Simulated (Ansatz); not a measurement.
Consider the substitution at a C–C bond: `C=CC1C[SiH2]1` + HI → `C=CI` + `C1C[SiH2]1`.

Isolated molecules relaxed with PBE0-D4/def2-TZVP in Ansatz; ΔE leaves out vibrations. CCSD(T)/CBS is the MP2 limit (def2-TZVPP, def2-QZVPP) plus CCSD(T) − MP2 in def2-TZVPP, frozen cores. DFT in def2-TZVPP. Elements past krypton have def2 core potentials. For I outer-core shells are correlated without core-valence functions, which leaves a few kJ/mol of doubt a bond. Each species was taken in one conformer, which may not be the lowest.

`C=CC1C[SiH2]1`:

```xyz
13

C    -1.597    0.159    1.204
C    -0.270    0.143    1.295
C     0.685   -0.327    0.282
C     0.198   -0.873   -1.066
Si    1.058    0.755   -1.198
H    -2.203    0.560    2.007
H    -2.126   -0.223    0.338
H     0.190    0.542    2.197
H     1.551   -0.842    0.693
H    -0.876   -0.921   -1.213
H     0.707   -1.763   -1.422
H     2.428    0.809   -1.752
H     0.253    1.981   -1.365
```

HI:

Z-matrix (Å, degrees):
```
I
H 1 1.610
```

`C=CI`:

Cartesian coordinates in Å:
```
C 0.306 0.128 -0.701
C -0.039 0.030 0.568
I -1.727 -0.986 1.229
H -0.270 -0.319 -1.502
H 1.203 0.676 -0.971
H 0.528 0.471 1.378
```

`C1C[SiH2]1`:

Z-matrix (Å, degrees):
```
C
Si 1 1.847
C 1 1.543 2 65.3
H 1 1.085 2 119.2 3 -107.6
H 1 1.085 2 119.2 3 107.6
H 2 1.478 1 119.3 3 105.0
H 2 1.478 1 119.3 3 -104.9
H 3 1.085 1 116.3 2 -111.9
H 3 1.085 1 116.3 2 111.8
```

| level | ΔE (kJ/mol) |
| --- | --- |
| PBE-QIDH | 26.1 |
| BLYP | 14.7 |

Question: What does CCSD(T)/CBS give? (Best estimate.)

Answer: The calculation gave: +21.3 kJ/mol. The listed levels differ from it by 4.8, -6.6 kJ/mol.

Largest T1 diagnostic among the species: 0.011.

At CCSD(T), def2-SVP lies +19.4 kJ/mol from the extrapolated value and def2-TZVPP +3.0 kJ/mol. From PBE to PBE0 (25 % exact exchange), in def2-TZVPP and without D4, ΔE moves by +3.7 kJ/mol. Leaving LDA and LC-ωPBE aside and taking each functional with its dispersion term where it has one, the values, not all of them listed here, spread over 7.5 kJ/mol, from B2PLYP to CAM-B3LYP-D4. LDA lies +16.5 kJ/mol from PBE without D4.

CCSD(T)/CBS has its own doubt, a few kJ/mol and more with outer-core shells, so smaller differences from it don't rank the levels.
